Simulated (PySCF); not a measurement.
C5H12Te, singlet, at a GFN2-xTB geometry (core potentials on Te); DF-R2SCAN/def2-TZVP (PySCF).

Input for PySCF:
```python
from pyscf import gto, scf, dft

mol = gto.Mole()
mol.atom = '''
    Te   -0.251068    0.505871    0.736246
    C    -0.596440    2.038333   -0.756707
    H    -1.008305    2.899197   -0.246492
    H    -1.305635    1.694790   -1.499592
    H     0.331338    2.322662   -1.237676
    C     0.428001   -1.058438   -0.670138
    C    -0.702185   -1.428026   -1.615259
    C     1.629705   -0.561768   -1.454711
    C     0.815150   -2.259603    0.177565
    H    -0.379546   -2.219776   -2.292711
    H    -1.001547   -0.574079   -2.219352
    H    -1.569668   -1.785454   -1.063566
    H     1.367068    0.297672   -2.067702
    H     2.441454   -0.279198   -0.786903
    H     1.993036   -1.347527   -2.118381
    H     1.620415   -2.007244    0.864648
    H    -0.033214   -2.614237    0.759702
    H     1.154766   -3.075090   -0.461279
'''
mol.basis = 'def2-tzvp'
mol.ecp = {'Te': 'def2-tzvp'}
mol.charge = 0
mol.spin = 0
mol.verbose = 4
mol.max_memory = 1800
mol.build()

mf = dft.RKS(mol)
mf.xc = 'r2scan'
mf = mf.density_fit(auxbasis='def2-universal-jkfit')
mf.kernel()
```

### Question
Predict the main parts of the log of this PySCF run.

### Answer

```
PySCF version 2.14.0

[INPUT] verbose = 4
[INPUT] num. atoms = 18
[INPUT] num. electrons = 66
[INPUT] charge = 0
[INPUT] spin (= nelec alpha-beta = 2S) = 0
[INPUT] symmetry False subgroup None
[INPUT] Mole.unit = angstrom
[INPUT] Symbol           X                Y                Z      unit          X                Y                Z       unit  Magmom
[...]
nuclear repulsion = 368.628132636889
number of shells = 119
number of NR pGTOs = 418
number of NR cGTOs = 277
basis = def2-tzvp
ecp = {'Te': 'def2-tzvp'}

******** <class 'pyscf.df.df_jk.DFRKS'> ********
method = DFRKS
initial guess = minao
damping factor = 0
level_shift factor = 0
DIIS = <class 'pyscf.scf.diis.CDIIS'>
diis_start_cycle = 1
diis_space = 8
diis_damp = 0
SCF conv_tol = 1e-09
SCF conv_tol_grad = None
SCF max_cycles = 50
direct_scf = False
XC library pyscf.dft.libxc version 7.1.2
    S. Lehtola, C. Steigemann, M. J. T. Oliveira, and M. A. L. Marques,  SoftwareX 7, 1–5 (2018)
XC functionals = r2scan
    J. W. Furness, A. D. Kaplan, J. Ning, J. P. Perdew, and J. Sun,  J. Phys. Chem. Lett. 11, 8208–8215 (2020)
    J. W. Furness, A. D. Kaplan, J. Ning, J. P. Perdew, and J. Sun,  J. Phys. Chem. Lett. 11, 9248–9248 (2020)
    J. W. Furness, A. D. Kaplan, J. Ning, J. P. Perdew, and J. Sun,  J. Phys. Chem. Lett. 11, 8208–8215 (2020)
    J. W. Furness, A. D. Kaplan, J. Ning, J. P. Perdew, and J. Sun,  J. Phys. Chem. Lett. 11, 9248–9248 (2020)
radial grids:
    Treutler-Ahlrichs [JCP 102, 346 (1995); DOI:10.1063/1.469408] (M4) radial grids

becke partition: Becke, JCP 88, 2547 (1988); DOI:10.1063/1.454033
pruning grids: <function nwchem_prune>
grids dens level: 3
symmetrized grids: False
atomic radii adjust function: <function treutler_atomic_radii_adjust>
small_rho_cutoff = 0
Set gradient conv threshold to 3.16228e-05
Initial guess from minao.
tot grids = 210248
init E= -424.074377627078
[...]
cycle= 1 E= -463.184395946515  delta_E= -39.1  |g|= 3.66  |ddm|= 28.6
[...]
cycle= 2 E= -457.375252288901  delta_E= 5.81  |g|= 5.63  |ddm|= 59.1
[...]
cycle= 3 E= -465.605338041696  delta_E= -8.23  |g|= 0.832  |ddm|= 58.5
[...]
cycle= 4 E= -465.62243887188  delta_E= -0.0171  |g|= 0.844  |ddm|= 2.26
[...]
cycle= 5 E= -465.813047265972  delta_E= -0.191  |g|= 0.241  |ddm|= 1.05
[...]
cycle= 6 E= -465.826744119048  delta_E= -0.0137  |g|= 0.066  |ddm|= 0.256
[...]
cycle= 7 E= -465.827559442166  delta_E= -0.000815  |g|= 0.0377  |ddm|= 0.0962
[...]
cycle= 8 E= -465.82786801569  delta_E= -0.000309  |g|= 0.0105  |ddm|= 0.0361
[...]
cycle= 9 E= -465.827894569971  delta_E= -2.66e-05  |g|= 0.00242  |ddm|= 0.0111
[...]
cycle= 10 E= -465.827896155369  delta_E= -1.59e-06  |g|= 0.000442  |ddm|= 0.00273
[...]
cycle= 11 E= -465.827896205891  delta_E= -5.05e-08  |g|= 0.000106  |ddm|= 0.000635
[...]
cycle= 12 E= -465.827896208085  delta_E= -2.19e-09  |g|= 4.62e-05  |ddm|= 0.000124
[...]
cycle= 13 E= -465.827896208574  delta_E= -4.89e-10  |g|= 8.2e-06  |ddm|= 5.01e-05
[...]
Extra cycle  E= -465.827896208556  delta_E= 1.77e-11  |g|= 1.24e-05  |ddm|= 1.89e-05
converged SCF energy = -465.827896208556
```
